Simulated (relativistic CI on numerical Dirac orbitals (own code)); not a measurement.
**Ni2+ in a cubic cluster: 2p photoemission with charge transfer**

Computed with a charge-transfer multiplet model of a cubic metal-ligand cluster with up to 2 ligand holes, Slater and spin-orbit integrals from Dirac-Coulomb-Breit ions, Slater integrals scaled by 0.8. The ground state mixes d8 with configurations of k ligand holes L, whose averages lie at kΔ + k(k − 1)U_dd/2; a core hole lowers each added d electron by U_cd. 300 K, Lorentzian 0.6 eV and Gaussian 0.8 eV FWHM.

Atomic integrals in eV (Slater integrals scaled, ζ unscaled), ground: F2dd 9.736, F4dd 6.042, zeta_d 0.080; with the core hole: F2dd 11.178, F4dd 6.982, zeta_d 0.114, zeta_core 11.406, F2cd 6.704, G1cd 5.115, G3cd 2.909.

Cluster parameters (eV): Δ = 0.9, U_cd = 7.1, 10Dq = 1.15, 10Dq(ligand) = 0.5, V(eg) = 3, V(t2g) = -1.44, final-state hopping factor = 0.8.

```csv
Case,n_d,d8,d9L,d10L2,S
U_dd = 4.8 eV,8.52,0.53,0.42,0.05,1.00
U_dd = 5.5 eV,8.50,0.54,0.42,0.04,1.00
U_dd = 6.2 eV,8.49,0.55,0.41,0.04,1.00
U_dd = 6.9 eV,8.48,0.55,0.41,0.04,1.00
U_dd = 7.6 eV,8.48,0.56,0.41,0.03,1.00
```

Weights, n_d and S are thermal averages at 300 K. Binding energies count from the first peak over 30 % of the highest in each spectrum, which can be another peak from case to case. The parameters are a model scan and need not match a compound or its usual spin state. Peaks in eV (height, largest 100):
- U_dd = 4.8 eV: 0.0 (100), 6.2 (32), 11.5 (6), 17.4 (49), 23.3 (22), 28.8 (6)
- U_dd = 5.5 eV: 0.0 (100), 6.3 (32), 11.4 (6), 17.4 (49), 23.5 (21), 28.6 (5)
- U_dd = 6.2 eV: 0.0 (100), 6.4 (31), 11.2 (6), 17.5 (49), 23.7 (19), 28.5 (5)
- U_dd = 6.9 eV: 0.0 (100), 6.6 (30), 11.1 (6), 17.5 (49), 23.8 (17), 28.3 (5)
- U_dd = 7.6 eV: 0.0 (100), 6.7 (28), 11.0 (6), 17.5 (49), 24.1 (16)

Curve for U_dd = 7.6 eV (points under 2 left out, the grid thinned):

```
E (eV)  Intensity
  -3.0        2.1
  -2.3        3.6
  -1.7        6.8
  -1.0       24.4
  -0.4       79.8
   0.3       84.9
   1.0       37.6
   1.6       15.5
   2.3        7.0
   3.0        4.1
   3.6        4.0
   4.3        4.1
   4.9        4.1
   5.6        7.0
   6.3       22.2
   6.9       27.0
   7.6       15.4
   8.2        7.4
   8.9        3.3
   9.6        3.5
  10.2        4.5
  10.9        5.6
  11.6        4.8
  12.2        3.4
  12.9        3.9
  13.5        3.5
  14.2        2.6
  14.9        2.6
  15.5        3.2
  16.2        7.5
  16.8       26.2
  17.5       49.2
  18.2       27.1
  18.8        9.4
  19.5        4.2
  20.1        2.6
  20.8        2.0
  23.0        3.7
  23.6       11.4
  24.3       14.5
  25.0        5.4
  25.6        2.0
  27.8        4.0
  28.4        4.7
  29.1        2.0
```

For the case U_dd = 6.2 eV, Δ = 0.9 eV is smaller than U_dd = 6.2 eV, the charge-transfer side of the Zaanen-Sawatzky-Allen scheme. With the core hole the average of the configuration with one ligand hole lies at Δ − U_cd = -6.2 eV before mixing: it lies below the unscreened one, so the lowest final states are mostly screened and the unscreened weight appears at higher binding energy as a satellite.
